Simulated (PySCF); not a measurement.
Relaxation of triplet [WH3]+

Level of theory: UPBE0 in PySCF with W def2-TZVP with ECP60, H def2-TZVP; scalar-relativistic core potentials, no spin–orbit coupling; density-fitted integrals. A (50,194) grid was used.

A start at or just off a symmetric point, pushed along the force that breaks its symmetry, of C2v symmetry, free to break it:

```xyz
4
charge 1 multiplicity 3, angstrom
W     0.0002   -0.0004    0.0000
H     1.6664    0.0164    0.0000
H    -0.8583    1.4869    0.0000
H    -0.8476   -1.4349    0.0000
```

Optimiser trace:
```csv
step,E − E(last) (kJ/mol),largest gradient (Eh/bohr)
0,17.87,0.01058
1,17.30,0.00503
2,13.62,0.01287
3,13.53,0.01723
4,8.69,0.01218
5,3.10,0.00711
6,0.29,0.00242
7,0.12,0.00286
8,0.05,0.00172
9,0.00,0.00025
10,0.00,0.00012
```

It ends at Cs with W–H 1.677 Å (×3); H–W–H 101.0°, H–W–H 104.4° (×2) (after a last refinement on a finer grid). A frequency run shows a minimum. Other isomers or separated fragments may lie lower.

Final geometry:
```xyz
4
charge 1 multiplicity 3, angstrom
W    -0.0014    0.0024    0.0113
H     1.5159   -0.0452   -0.6992
H    -0.7550    1.3209   -0.7015
H    -0.7303   -1.3291   -0.6992
```

With open d or f shells other occupations or spin states may lie lower. No spin–orbit coupling is included, which matters more the heavier the element.

The relaxation took of the order of 40 core-seconds on a shared host.
